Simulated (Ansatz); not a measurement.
Relaxation of C2H8AlFN2 (14 atoms, charge 0, multiplicity 1), to a largest force component of 0.02 eV/Å in at most 50 steps.

Theory: RKS BHLYP-D4/6-31G in Ansatz.

```xyz
14
Properties=species:S:1:pos:R:3
C 0.782 0.462 1.941
N 1.351 -0.200 0.810
Al 0.071 -0.400 -0.648
N -0.332 -2.138 -1.218
C -0.665 1.198 -1.539
F -1.364 1.970 -0.594
H 0.467 1.536 1.628
H -0.118 -0.029 2.296
H 1.470 0.610 2.802
H 1.604 -1.158 1.160
H -0.894 -2.606 -0.384
H -1.105 -2.014 -1.944
H 0.102 1.844 -1.968
H -1.382 0.896 -2.312
```

Where does it end, and by what steps?

It converged. Limits of this set-up: no polarisation functions. After 14 steps the energy has fallen by 1.933 eV; H11 moved furthest, 1.07 Å.

```tsv
step	energy less start (eV)	largest force component (eV/Å)	accepted
0	0.0000	3.985	yes
1	-1.0149	2.432	yes
2	-1.5407	1.704	yes
3	-1.7246	1.144	yes
4	-1.8070	0.475	yes
5	-1.8626	0.408	yes
6	-1.8919	0.421	yes
7	-1.9238	0.185	yes
8	-1.9295	0.064	yes
9	-1.9318	0.109	yes
10	-1.9305	0.145	no
11	-1.9328	0.025	yes
12	-1.9329	0.033	yes
13	-1.9331	0.032	yes
14	-1.9332	0.005	yes
```

```xyz
14
Properties=species:S:1:pos:R:3
C 0.799 0.673 1.914
N 0.549 -0.524 1.115
Al -0.182 -0.557 -0.508
N -0.430 -2.086 -1.395
C -0.673 1.163 -1.383
F -1.093 2.083 -0.336
H 0.414 1.545 1.397
H 0.300 0.623 2.881
H 1.863 0.829 2.095
H 0.826 -1.368 1.581
H -0.165 -2.992 -1.059
H -0.866 -2.150 -2.295
H 0.149 1.649 -1.903
H -1.505 1.083 -2.077
```

Time of the run: 85 s on 1 thread of Arm Neoverse V1, on a shared host, peak memory 0.18 GiB.
